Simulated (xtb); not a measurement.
NP, quintet, geometry from GFN2-xTB of the parent state (a higher spin typed on purpose: for a closed-shell molecule this is an excited state); GFN2-xTB in xtb 6.7.1.

Here is a job for xtb.
```
$ xtb mol.xyz --gfn 2 --chrg 0 --uhf 4 --json

# file mol.xyz
2

N     -0.00000000    -0.00000000    -0.99436149
P      0.00000000     0.00000000     0.46403536
```

It wrote (shortened):

```
   ID    Z sym.   atoms
    1    7 N      1
    2   15 P      2

           -------------------------------------------------
          |                Calculation Setup                |
           -------------------------------------------------

           -------------------------------------------------
          |                 G F N 2 - x T B                 |
           -------------------------------------------------

          ...................................................
          :                      SETUP                      :
          :.................................................:
          :  # basis functions                  14          :
          :  # atomic orbitals                  13          :
          :  # shells                            5          :
          :  # electrons                        10          :
          :  max. iterations                   250          :
          :  Hamiltonian                  GFN2-xTB          :
          :  restarted?                      false          :
          :  GBSA solvation                  false          :
          :  PC potential                    false          :
          :  electronic temp.          300.0000000     K    :
          :  accuracy                    1.0000000          :
          :  -> integral cutoff          0.2500000E+02      :
          :  -> integral neglect         0.1000000E-07      :
          :  -> SCF convergence          0.1000000E-05 Eh   :
          :  -> wf. convergence          0.1000000E-03 e    :
          :  Broyden damping             0.4000000          :
          :  net charge                          0          :
          :  unpaired electrons                  4          :
          ...................................................

 iter      E             dE          RMSdq      gap      omega  full diag
   1     -5.1452472 -0.514525E+01  0.798E+00    6.24       0.0  T
   2     -5.1474271 -0.217987E-02  0.450E+00    6.31       1.0  T
   3     -5.1476672 -0.240120E-03  0.142E+00    6.39       1.0  T
   4     -5.1477998 -0.132546E-03  0.513E-01    6.39       1.0  T
   5     -5.1478107 -0.109149E-04  0.102E-01    6.38       1.0  T
   6     -5.1478104  0.325449E-06  0.481E-02    6.38       1.5  T
   7     -5.1478116 -0.122212E-05  0.697E-03    6.38      10.1  T
   8     -5.1478116 -0.406970E-07  0.148E-03    6.38      47.7  T
   9     -5.1478116 -0.161430E-09  0.945E-05    6.38     748.2  T
[...]
         :: total energy              -5.082147476910 Eh    ::
[...]
         6        1.0000           -0.3120494              -8.4913
         7        1.0000           -0.3120494              -8.4913 (HOMO)
         8                         -0.0777282              -2.1151 (LUMO)
         9                         -0.0375587              -1.0220
        10                         -0.0375587              -1.0220
        11                          0.1157401               3.1494
        12                          0.1157401               3.1494
        13                          0.9642254              26.2379
      -------------------------------------------------------------
                  HL-Gap            0.2343212 Eh            6.3762 eV
             Fermi-level           -0.3482417 Eh           -9.4761 eV

     #   Z          covCN         q      C6AA      α(0)
     1   7 N        0.861     0.003    21.445     6.723
     2  15 P        0.861    -0.003   187.298    25.436

 Mol. C6AA /au·bohr⁶  :        331.402945
 Mol. C8AA /au·bohr⁸  :      15137.465834
 Mol. α(0) /au        :         32.158373

Wiberg/Mayer (AO) data.
largest (>0.10) Wiberg bond orders for each atom

 ---------------------------------------------------------------------------
     #   Z sym  total        # sym  WBO       # sym  WBO       # sym  WBO
 ---------------------------------------------------------------------------
     1   7 N    1.713 --     2 P    1.713
     2  15 P    1.713 --     1 N    1.713
 ---------------------------------------------------------------------------

Topologies differ in total number of bonds
Writing topology from bond orders to xtbtopo.mol

molecular dipole:
                 x           y           z       tot (Debye)
 q only:        0.000       0.000      -0.009
   full:        0.000       0.000      -0.059       0.149
molecular quadrupole (traceless):
                xx          xy          yy          xz          yz          zz
 q only:       -0.004       0.000      -0.004       0.000       0.000       0.009
  q+dip:        0.173       0.000       0.173      -0.000       0.000      -0.345
   full:        0.470      -0.000       0.470       0.000       0.000      -0.940

           -------------------------------------------------
          | TOTAL ENERGY               -5.082147476910 Eh   |
          | GRADIENT NORM               0.366592530540 Eh/α |
          | HOMO-LUMO GAP               6.376204150525 eV   |
           -------------------------------------------------

normal termination of xtb
```
